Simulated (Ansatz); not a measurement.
Born–Oppenheimer molecular dynamics of H₄O₃Si (8 atoms, charge 0, multiplicity 1). It goes on from the last frame of an earlier run, with new velocities.

Computed with Ansatz, RKS PBE/6-31G.

```json
{
  "ensemble": "NVE (velocity Verlet)",
  "time step": "0.5 fs",
  "steps asked": "166",
  "starting velocities drawn for": "2000 K",
  "seed": "135223"
}
```

First frame:

```xyz
8
Properties=species:S:1:pos:R:3
Si 0.009 -0.099 0.498
H 0.082 0.213 2.059
O 1.392 -0.615 -0.319
H 2.253 -0.288 -0.336
O -1.095 0.612 -0.619
H -0.689 1.298 -1.185
O -0.731 -1.699 0.421
H -1.652 -1.978 -0.004
```

Task: What does the run give?

Result: All steps were run.

```
steps done                                               : 166
time covered                                             : 83 fs
mean temperature over the second half                    : 1815 K
spread of the potential energy over the second half      : 40.4 meV per atom
mean potential energy of the second half above the start : 18.8 meV per atom
```

The conserved energy stayed within 2.3 meV per atom of its start (net change 0.041 meV per atom), so the integration is sound. A run of 0.083 ps of so small a system gives no equilibrium averages. Limits of this set-up: no polarisation functions.

Task: What happens to the structure?

Result: The same pairs are bonded in the first frame and the last. Pairs count as bonded within 1.25 times the sum of covalent radii (0.12 Å more for H–H). The details hang on the random start.

Task: How do temperature and energy run in time?

Result: 
| time (fs) | T (K) | potential energy less start (eV) | conserved less start (meV/atom) |
| --- | --- | --- | --- |
| 0 | 2000 | 0.000 | 0.00 |
| 6.5 | 1322 | 0.533 | 0.89 |
| 13 | 1236 | 0.602 | 1.24 |
| 19.5 | 1536 | 0.368 | 1.00 |
| 26 | 1532 | 0.372 | 1.17 |
| 32.5 | 1641 | 0.292 | 1.70 |
| 39 | 2700 | -0.538 | 0.65 |
| 45.5 | 2136 | -0.099 | 0.76 |
| 52 | 1106 | 0.711 | 2.29 |
| 58.5 | 1684 | 0.254 | 1.08 |
| 65 | 1315 | 0.543 | 1.45 |
| 71.5 | 1377 | 0.499 | 1.98 |
| 78 | 2608 | -0.465 | 0.75 |

The run took 4.7 min on 1 thread of Arm Neoverse V1, with other jobs on the host, peak memory 0.089 GiB.
